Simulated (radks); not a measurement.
The numbers below are computed, except where a source is named.
Nd14+, configuration [Kr] 4d9.75 5s0.25 (fractional occupations, a model configuration).

Code: a radial shooting solver on a logarithmic mesh with Libxc functionals. Model: scalar-relativistic Kohn-Sham, SCAN, spin-polarised, spherical densities, finite nucleus; open shells are filled with parallel spins first (spin-orbit coupling, left out, can overturn this in heavy ions); meta-GGA in the generalised Kohn-Sham scheme; Fermi nuclear charge, rms radius 4.9123 fm.

Energy parts (eV):
total: -260342.49
kinetic: 277178.89
electron-nucleus: -619226.33
Hartree: 87520.68
exchange-correlation: -5815.73

Orbitals (lengths in bohr, moments of r in powers of bohr; r(max) is where P^2 peaks):
| orbital | occ. | eigenvalue (eV) | r(max) | <r> |
|---|---|---|---|---|
| 1s up | 1 | -43746.17 | 0.01510 | 0.02363 |
| 1s down | 1 | -43746.10 | 0.01510 | 0.02363 |
| 2s up | 1 | -7330.130 | 0.08540 | 0.1009 |
| 2s down | 1 | -7329.975 | 0.08540 | 0.1009 |
| 2p up | 3 | -6578.199 | 0.06894 | 0.08880 |
| 2p down | 3 | -6578.048 | 0.06894 | 0.08880 |
| 3s up | 1 | -1818.191 | 0.2433 | 0.2656 |
| 3s down | 1 | -1818.099 | 0.2433 | 0.2656 |
| 3p up | 3 | -1579.144 | 0.2384 | 0.2639 |
| 3p down | 3 | -1579.026 | 0.2384 | 0.2639 |
| 3d up | 5 | -1248.287 | 0.1963 | 0.2415 |
| 3d down | 5 | -1248.113 | 0.1963 | 0.2415 |
| 4s up | 1 | -576.0264 | 0.5602 | 0.5951 |
| 4s down | 1 | -575.4336 | 0.5602 | 0.5952 |
| 4p up | 3 | -495.2234 | 0.5822 | 0.6238 |
| 4p down | 3 | -494.6351 | 0.5823 | 0.6237 |
| 4d up | 5 | -379.4353 | 0.6028 | 0.6636 |
| 4d down | 4.75 | -378.7957 | 0.6027 | 0.6631 |
| 5s up | 0.25 | -252.9620 | 1.158 | 1.189 |

The highest occupied level is 5s up at -252.96 eV. The electron density at the nucleus is 4.72e+05 e/bohr^3 (large components only). The density falls to 0.001 e/bohr^3 at r = 1.92 bohr.

Empty levels of this run are not shown, since the potential may be unsettled where no density lies.
